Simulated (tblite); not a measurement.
Species: C₁₁H₇N₃.
Atom-mapped SMILES: `[N:1]#[C:2][c:3]1[cH:4][cH:5][n:6][c:7](-[c:8]2[cH:9][cH:10][cH:11][cH:12][n:13]2)[cH:14]1` (hydrogens: H15 on C4; H16 on C5; H17 on C9; H18 on C10; H19 on C11; H20 on C12; H21 on C14)

Computed with GFN2-xTB (tblite), gas phase: L-BFGS steps from a force-field or distance-geometry start until the largest atomic force falls under 0.01 eV/Å.

Step 30: E = -974.9601 eV
```
atom  x, y, z in Å  |  force x, y, z in eV/Å
N1      4.3167    2.3716    1.3648    0.022   0.066   0.026
C2      3.5678    1.5919    0.9879   -0.040  -0.026  -0.010
C3      2.6779    0.5959    0.5151    0.007  -0.015  -0.024
C4      3.1924   -0.6361    0.1006   -0.011  -0.006   0.012
C5      2.2937   -1.5867   -0.3549    0.008  -0.010  -0.022
N6      0.9913   -1.3905   -0.4196   -0.009   0.005   0.012
C7      0.4965   -0.2179   -0.0265    0.016   0.011  -0.007
C8     -0.9592   -0.0381   -0.1145    0.034  -0.007  -0.012
C9     -1.7674   -1.0665   -0.5991    0.024   0.003   0.009
C10    -3.1318   -0.8543   -0.6665   -0.053   0.006  -0.001
C11    -3.6426    0.3673   -0.2519    0.031  -0.005  -0.004
C12    -2.7513    1.3251    0.2124   -0.011   0.003   0.000
N13    -1.4496    1.1353    0.2813    0.036  -0.031  -0.002
C14     1.3056    0.8144    0.4493    0.023  -0.013   0.016
H15     4.2525   -0.8345    0.1386   -0.015   0.006   0.000
H16     2.6373   -2.5575   -0.6896   -0.017   0.009   0.007
H17    -1.3040   -1.9917   -0.9046   -0.059   0.025   0.003
H18    -3.7900   -1.6267   -1.0360   -0.014  -0.018  -0.008
H19    -4.7001    0.5774   -0.2867   -0.001  -0.024  -0.008
H20    -3.0962    2.2950    0.5464   -0.007   0.011   0.004
H21     0.8515    1.7437    0.7530    0.036   0.011   0.008
```

Step 31: E = -974.9605 eV
```
atom  x, y, z in Å  |  force x, y, z in eV/Å
N1      4.3113    2.3758    1.3661    0.023   0.063   0.023
C2      3.5660    1.5933    0.9879   -0.040  -0.017  -0.001
C3      2.6779    0.5958    0.5153    0.012  -0.017  -0.031
C4      3.1938   -0.6353    0.1004   -0.013  -0.011   0.020
C5      2.2958   -1.5866   -0.3544    0.011  -0.019  -0.030
N6      0.9932   -1.3930   -0.4202   -0.014   0.030   0.018
C7      0.4977   -0.2203   -0.0282   -0.001   0.019   0.009
C8     -0.9583   -0.0412   -0.1155    0.021   0.009  -0.013
C9     -1.7694   -1.0674   -0.5996    0.021  -0.006   0.006
C10    -3.1336   -0.8533   -0.6664   -0.043   0.006   0.002
C11    -3.6417    0.3687   -0.2512    0.022  -0.006  -0.008
C12    -2.7490    1.3251    0.2123   -0.005   0.003   0.009
N13    -1.4475    1.1326    0.2807    0.034  -0.011   0.002
C14     1.3053    0.8130    0.4490    0.021  -0.015   0.009
H15     4.2537   -0.8345    0.1390   -0.014   0.012   0.000
H16     2.6404   -2.5565   -0.6888   -0.007  -0.011   0.002
H17    -1.3098   -1.9936   -0.9058   -0.042   0.009  -0.002
H18    -3.7941   -1.6241   -1.0353   -0.008  -0.022  -0.009
H19    -4.6986    0.5802   -0.2855   -0.015  -0.019  -0.008
H20    -3.0942    2.2949    0.5468    0.008   0.008   0.003
H21     0.8523    1.7432    0.7528    0.031  -0.008   0.002
```

Q: Estimate the geometry and energy of step 32. (The exact step hangs on the optimiser's Hessian estimate; all steps are aligned on step 31, rigid shifts and turns removed.)

A: E = -974.9609 eV, largest force 0.040 eV/Å
```
atom  x, y, z in Å  |  force x, y, z in eV/Å
N1      4.3070    2.3798    1.3673    0.002   0.038   0.011
C2      3.5645    1.5945    0.9882   -0.019   0.005   0.010
C3      2.6783    0.5956    0.5150    0.012  -0.006  -0.022
C4      3.1946   -0.6350    0.1005   -0.009  -0.019   0.014
C5      2.2974   -1.5867   -0.3545    0.000  -0.015  -0.025
N6      0.9945   -1.3943   -0.4204   -0.005   0.032   0.012
C7      0.4987   -0.2217   -0.0293   -0.012   0.020   0.020
C8     -0.9573   -0.0435   -0.1165   -0.003   0.016  -0.011
C9     -1.7709   -1.0681   -0.6000    0.010  -0.004   0.003
C10    -3.1353   -0.8527   -0.6663   -0.021  -0.002   0.002
C11    -3.6409    0.3697   -0.2509    0.006   0.004  -0.007
C12    -2.7471    1.3251    0.2123    0.001  -0.002   0.011
N13    -1.4457    1.1304    0.2803    0.020   0.014   0.005
C14     1.3057    0.8120    0.4490    0.017  -0.009   0.001
H15     4.2543   -0.8346    0.1392   -0.007   0.014   0.000
H16     2.6424   -2.5560   -0.6881    0.000  -0.030  -0.005
H17    -1.3151   -1.9951   -0.9068   -0.023  -0.010  -0.007
H18    -3.7975   -1.6225   -1.0349    0.002  -0.018  -0.006
H19    -4.6976    0.5820   -0.2847   -0.020  -0.014  -0.007
H20    -3.0928    2.2949    0.5471    0.022   0.003   0.002
H21     0.8539    1.7430    0.7530    0.024  -0.018  -0.002
```

The energy changes by -0.0004 eV. The first-order estimate −F·Δx gives -0.0005 eV and the mean of the old and new forces, exact on a quadratic surface, -0.0004 eV. The step makes an angle of 74° with the force vector and moves no atom by more than 0.006 Å.

What follows is the cost of the whole relaxation. On Arm Neoverse V2, one thread, shared host, this took 0.45 s wall.
